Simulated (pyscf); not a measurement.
**H₃C–CH₂–O–Si(OH)(OH)–OH, singlet**

Gas-phase minimum from PySCF at ωB97X-D3(BJ)/def2-SVP, one conformer. 

SMILES: O[Si](OCC)(O)O
```xyz
15

C     -1.2314    -0.5834    -2.0890
C      0.0963     0.1487    -1.9645
O      0.1327     0.9559    -0.7961
Si     0.4608     0.3679     0.7052
O     -0.7029    -0.6017     1.3707
O      1.8076    -0.5762     0.5617
O      0.6104     1.6839     1.6900
H     -2.0642     0.1369    -2.1117
H     -1.2611    -1.1804    -3.0146
H     -1.3852    -1.2578    -1.2322
H      0.9358    -0.5688    -1.9486
H      0.2487     0.8195    -2.8257
H     -1.4389    -0.1404     1.7858
H      1.9241    -1.2407     1.2481
H      0.9638     2.4725     1.2654
```

Bond lengths (Å): C1–C2 1.521, C1–H8 1.101, C1–H9 1.102, C1–H10 1.101, C2–O3 1.421, C2–H11 1.104, C2–H12 1.102, O3–Si4 1.645, Si4–O5 1.654, Si4–O6 1.651, Si4–O7 1.650, O5–H13 0.963, O6–H14 0.962, O7–H15 0.963. Bond angles (°): C2–C1–H8 110.3, C2–C1–H9 110.7, C2–C1–H10 110.7, H8–C1–H9 108.5, H8–C1–H10 108.1, H9–C1–H10 108.5, C1–C2–O3 111.3, C1–C2–H11 110.6, C1–C2–H12 110.5, O3–C2–H11 109.7, O3–C2–H12 107.1, H11–C2–H12 107.6, C2–O3–Si4 123.5, O3–Si4–O5 115.9 (the first ones only).

Properties at ωB97X-D3(BJ)/def2-SVP:

```
Item                                                                                                                                                                                                                                                                                                                                   Result
---------------------------------------------------------------------------------------------------------------------  ----------------------------------------------------------------------------------------------------------------------------------------------------------------------------------------------------------------------
Harmonic wavenumbers, unscaled                                                                                         41, 84, 151, 191, 212, 258, 264, 276, 340, 350, 387, 408, 472, 722, 811, 818, 822, 830, 896, 957, 989, 1004, 1118, 1179, 1212, 1325, 1391, 1435, 1467, 1489, 1513, 3066, 3070, 3127, 3166, 3172, 3937, 3938, 3942 cm⁻¹
Zero-point energy                                                                                                                                                                                                                                                                                                               72.7 kcal/mol
Rotational symmetry number                                                                                                                                                                                                                                                                                                                  1
Entropy of this conformer at 298 K and 1 atm, rigid rotor and harmonic oscillator, modes under 100 cm⁻¹ raised to 100                                                                                                                                                                                                         393.4 J/(mol K)
Dipole moment                                                                                                                                                                                                                                                                                                                          0.51 D
```

Single-point totals, which compare only within one level:

```csv
level,total energy (hartree)
ωB97X-D3(BJ)/def2-TZVP,-671.92245
PBE/def2-TZVP,-671.22056
r²SCAN/def2-TZVP,-671.58714
B3LYP-D3(BJ)/def2-TZVP,-671.84956
PBE0-D3(BJ)/def2-TZVP,-671.27358
M06-2X/def2-TZVP,-671.64389
ωB97M-D3(BJ)/def2-TZVP,-671.93797
```

The lowest mode is so soft that the shape along it may change with the basis. Soft torsions are taken as harmonic, which can shift the entropy by several J/(mol K).
